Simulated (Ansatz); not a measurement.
Reaction (cleavage of the Si–Sn bond): `O[SiH](S)[SnH3]` + NH₃ → `N[SiH](O)S` + `[SnH4]`

Program: Ansatz. Geometries: PBE0-D4/def2-TZVP. ΔE: electronic, gas phase. CCSD(T)/CBS is the MP2 limit (def2-TZVPP, def2-QZVPP) plus CCSD(T) − MP2 in def2-TZVPP, frozen cores. This one scheme is used for every species. Functionals use def2-TZVPP. HSE06 is defined as in plane-wave codes. Elements past krypton have def2 core potentials. For Sn outer-core shells are correlated without core-valence functions, which leaves a few kJ/mol of doubt a bond. One conformer a species, not always the lowest.

```tsv
level	ΔE (kJ/mol)
CAM-B3LYP-D4	-59.8
ωB97X-V	-54.8
BLYP	-46.6
HSE06	-44.3
RPA@PBE/def2-TZVPP	-53.3
HF/def2-SVP	-69.1
CCSD(T)/def2-SVP	-52.0
CCSD/def2-TZVPP	-56.9
```

Question: What does CCSD(T)/CBS give? (Best estimate.)

Answer: Ansatz gave: -45.9 kJ/mol. The listed levels differ from it by -13.9, -8.9, -0.7, 1.6, -7.4, -23.2, -6.1, -11.0 kJ/mol.

Largest T1 diagnostic among the species: 0.013.

From PBE to PBE0 (25 % exact exchange), in def2-TZVPP and without D4, ΔE moves by −7.4 kJ/mol. Leaving LDA and LC-ωPBE aside and taking each functional with its dispersion term where it has one, the values, not all of them listed here, spread over 24.9 kJ/mol, from B97M-V to PBE-D4. LDA lies −10.6 kJ/mol from PBE without D4. The D4 term adds +3.7 kJ/mol with B3LYP and +2.4 kJ/mol with PBE0; it sums over pairs of atoms, weighted by their polarisabilities, and B3LYP, whose exchange is more repulsive, gets the larger term.

CCSD(T)/CBS has its own doubt, a few kJ/mol and more with outer-core shells, so smaller differences from it don't rank the levels.

B3LYP here is the variant with VWN-RPA as its local correlation; programs differ in this.
